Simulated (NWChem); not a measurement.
System: CH5AlClN; SMILES [AlH]([Cl])[NH]C

Here is an NWChem input.

```
start job
memory heap 200 mb stack 900 mb global 1100 mb
geometry units angstroms noautosym nocenter noautoz
  Al     0.580123    -0.119956     0.000000
  Cl    -0.376938    -2.012951     0.000000
  H      2.158906     0.017910     0.000000
  N     -0.470599     1.318680     0.000000
  C     -0.073200     2.717174     0.000000
  H     -1.488434     1.199477     0.000000
  H     -0.437916     3.269156     0.896668
  H     -0.437916     3.269156    -0.896668
  H      1.033477     2.801684     0.000000
end
basis spherical
  * library 6-31+g*
end
dft
  xc xpbe96 cpbe96
  iterations 150
end
property
  response 1 0.0
end
task dft property
```

Structure relaxed at the PBE-D3(BJ)/def2-SVP level.

Static field.

**Question.** What results follow from this input? (PBE/6-31+G* (spherical d).) Quantities: isotropic polarisability (bohr³); anisotropy (bohr³).

**Answer.** 
```
Item                              Result
--------------------------------  ------
isotropic polarisability (bohr³)    59.6
anisotropy (bohr³)                  28.8
```
